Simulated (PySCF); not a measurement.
Mass spectrum arithmetic for TiF3

Species: `[F][Ti]([F])[F]` [radical].

Calculated for natural abundance.

(1) Find the molar and monoisotopic masses of TiF3.

(2) Work out the cluster of the singly charged cation M+, one line a nominal mass.

(3) What is the composition by mass?

(4) What share of all molecules is the monoisotopic species?

(5) Protons, neutrons, electrons, and exact less nominal mass of the monoisotopic species?

Answers

(1) For TiF3, with standard atomic weights, 1 × 47.867 + 3 × 18.998 = 104.861 g/mol. From the most abundant isotopes (48Ti, 19F), 1 × 47.947946 + 3 × 18.998403 = 104.9432 u.

(2) 
```json
{"nominal mass": "103", "m/z (centroid)": "102.9473", "relative intensity": "11.2"}
{"nominal mass": "104", "m/z (centroid)": "103.9464", "relative intensity": "10.1"}
{"nominal mass": "105", "m/z (centroid)": "104.9426", "relative intensity": "100.0"}
{"nominal mass": "106", "m/z (centroid)": "105.9425", "relative intensity": "7.3"}
{"nominal mass": "107", "m/z (centroid)": "106.9395", "relative intensity": "7.0"}
```

Cut off at 0.1 %. One electron mass, 0.00055 u, is taken off. Abundances used (%; other tables differ somewhat): 46Ti 8.25, 47Ti 7.44, 48Ti 73.72, 49Ti 5.41, 50Ti 5.18.

(3) Ti 45.65 %, F 54.35 %.

(4) 0.7372 × 1^3 = 73.72 %.

(5) 49 protons, 56 neutrons and 49 electrons; 104.9432 − 105 = -0.0568 u.
